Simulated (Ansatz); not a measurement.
Born–Oppenheimer molecular dynamics of BBrClH3 (6 atoms, charge 0, multiplicity 1). It starts at the highest image of a converged band, a first-order saddle point between two minima.

These are results of Ansatz, RKS PBE0-D4/def2-SVP, not measurements.

| Item | Value |
| --- | --- |
| ensemble | NVE (velocity Verlet) |
| time step | 0.5 fs |
| steps asked | 200 |
| starting velocities drawn for | 300 K |
| seed | 6326 |

First frame:

```xyz
6
Properties=species:S:1:pos:R:3
B 0.012 -0.233 0.097
Cl 0.003 0.282 1.998
H 1.060 0.072 -0.401
H -1.058 0.003 -0.392
Br 0.083 -2.347 0.524
H 0.055 -1.290 1.822
```

(1) What does the run give?

(2) What happens to the structure?

(3) How do temperature and energy run in time?

Results:

(1) All steps were run.

```json
{
 "steps done": "200",
 "time covered": "100 fs",
 "mean temperature over the second half": "975 K",
 "spread of the potential energy over the second half": "8.8 meV per atom",
 "mean potential energy of the second half above the start": "-58.1 meV per atom"
}
```

The conserved energy stayed within 0.12 meV per atom of its start (net change -0.029 meV per atom), so the integration is sound. The kinetic energy rose, since the run started high on the potential surface and went downhill. It ends in pieces (BClH2 + BrH), so much of that is their flight and rotation, not heat. A run of 0.1 ps of so small a system gives no equilibrium averages. The orbitals stay closed-shell, which can raise the energy where a bond breaks towards radicals; this wasn't checked here.

(2) Between its relaxed ends the band would form B1–Br5, Cl2–H6 and break B1–Cl2, Br5–H6. These pairs go: B1–Br5 2.16 → 3.28 Å, Cl2–H6 1.58 → 3.04 Å, B1–Cl2 1.97 → 1.76 Å, Br5–H6 1.67 → 1.44 Å. In the last frame they stand as before the step (other bonds may differ from the relaxed reactants and products). It ends as BClH2 + BrH. Pairs count as bonded within 1.25 times the sum of covalent radii (0.12 Å more for H–H). This is one draw of velocities; another would differ in detail.

(3) 
```
time (fs)  T (K)  potential energy less start (eV)  conserved less start (meV/atom)
        0    300                             0.000                             0.00
        3    202                             0.051                             0.07
        6    153                             0.077                             0.05
        9    183                             0.061                             0.08
       12    306                            -0.003                             0.00
       15    322                            -0.011                             0.08
       18    443                            -0.074                            -0.03
       21    335                            -0.017                             0.10
       24    508                            -0.107                             0.00
       27    568                            -0.138                             0.06
       30    649                            -0.181                            -0.05
       33    501                            -0.103                             0.07
       36    503                            -0.105                             0.04
       39    576                            -0.142                             0.00
       42    637                            -0.174                             0.01
       45    671                            -0.192                             0.02
       48    626                            -0.168                             0.08
       51    757                            -0.236                            -0.04
       54    776                            -0.246                             0.07
       57    917                            -0.319                            -0.03
       60    833                            -0.275                             0.10
       63    983                            -0.354                            -0.05
       66    947                            -0.334                             0.11
       69   1113                            -0.421                            -0.06
       72    981                            -0.352                             0.09
       75   1067                            -0.397                            -0.03
       78    993                            -0.358                             0.11
       81   1136                            -0.433                            -0.05
       84   1038                            -0.381                             0.07
       87   1054                            -0.390                             0.00
       90    954                            -0.338                             0.07
       93    997                            -0.360                            -0.01
       96   1004                            -0.364                             0.03
       99   1011                            -0.367                             0.03
```

The run took 9.2 min on 1 thread of Arm Neoverse V1, on a shared host, peak memory 0.16 GiB.
